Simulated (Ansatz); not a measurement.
One change: `N#C[SiH](F)Cl` becomes `C[SiH2][SiH](F)Cl`.

Ansatz, PBE0-D4/def2-TZVP geometries, multiplicity 1. Each molecule was computed in one conformer, which needn't be the lowest.

```csv
property,`N#C[SiH](F)Cl`
LUMO energy (ωB97M-V/def2-TZVPP) / eV,0.59
LUMO energy (PBE0/def2-TZVPP) / eV,-1.48
size of the dipole moment (PBE/def2-TZVPP) / D,2.59
HOMO energy (B3LYP/def2-TZVPP) / eV,-9.87
HOMO energy (ωB97M-V/def2-TZVPP) / eV,-12.42
size of the dipole moment (ωB97M-V/def2-TZVPP) / D,2.67
```

Give the same properties after the change, and the shifts. (An estimate is asked.)

Computed: 
```json
{"property": "LUMO energy (ωB97M-V/def2-TZVPP) / eV", "`C[SiH2][SiH](F)Cl`": "1.25", "shift": "0.66"}
{"property": "LUMO energy (PBE0/def2-TZVPP) / eV", "`C[SiH2][SiH](F)Cl`": "-0.48", "shift": "1.00"}
{"property": "size of the dipole moment (PBE/def2-TZVPP) / D", "`C[SiH2][SiH](F)Cl`": "1.71", "shift": "-0.88"}
{"property": "HOMO energy (B3LYP/def2-TZVPP) / eV", "`C[SiH2][SiH](F)Cl`": "-7.92", "shift": "1.95"}
{"property": "HOMO energy (ωB97M-V/def2-TZVPP) / eV", "`C[SiH2][SiH](F)Cl`": "-10.16", "shift": "2.26"}
{"property": "size of the dipole moment (ωB97M-V/def2-TZVPP) / D", "`C[SiH2][SiH](F)Cl`": "1.79", "shift": "-0.88"}
```

With PBE0 the HOMO rises by 2.03 eV and the LUMO rises by 1.00 eV, so the gap narrows by about 1.03 eV. PBE moves the HOMO by 1.76 eV and ωB97M-V by 2.26 eV. Dipoles are sizes alone; their direction can turn.

B3LYP here is the variant with VWN-RPA as its local correlation; programs differ in this.
